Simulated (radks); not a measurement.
The numbers below are computed, except where a source is named.
Spherical jellium clusters: N electrons in a uniform positive sphere of charge N and radius rs N^(1/3), rs = 2.34 bohr. Level of theory: non-relativistic Kohn-Sham, LDA (Slater exchange, Perdew-Wang correlation), spin-polarised, spherical densities (a radial shooting solver with Libxc functionals). Levels are named by radial order and angular momentum (1s, 1p, 1d, 2s, ...), and open shells are averaged over m.

N = 41, configuration 1s2 1p6 1d10 2s2 1f14 2p6 1g(up 1, down 0). This is the lowest configuration that the search found. Occupied and some empty levels:

level,occupation,eigenvalue (eV),<r> (bohr)
1s up,1,-10.887,4.853
1s down,1,-10.853,4.826
1p up,3,-9.3922,5.702
1p down,3,-9.3412,5.685
1d up,5,-7.4769,6.321
1d down,5,-7.4144,6.311
2s up,1,-6.4494,5.225
2s down,1,-6.4127,5.236
1f up,7,-5.2387,6.866
1f down,7,-5.1697,6.863
2p up,3,-3.9912,6.338
2p down,3,-3.9536,6.346
1g up,1,-2.7690,7.440
1g down,0,-2.6982,7.445
2d up,0,-1.7248,7.994
2d down,0,-1.6888,8.016
3s up,0,-1.5823,8.499
3s down,0,-1.5546,8.535
1h up,0,-0.19573,8.277
1h down,0,-0.13021,8.307

Energy (eV): total -39.0507, kinetic 187.36, external -6639.2, Hartree 3246.7, exchange-correlation -235.36, background 3401.4.

Electron density:

r (bohr),n(r) (e/bohr^3)
0.597,0.01596
1.59,0.01865
2.59,0.02016
3.59,0.01926
4.59,0.01844
5.58,0.01867
6.58,0.01654
7.58,0.01039
8.58,0.004455
9.57,0.001533
10.6,0.0004815
11.6,0.0001441
12.6,0.00004228
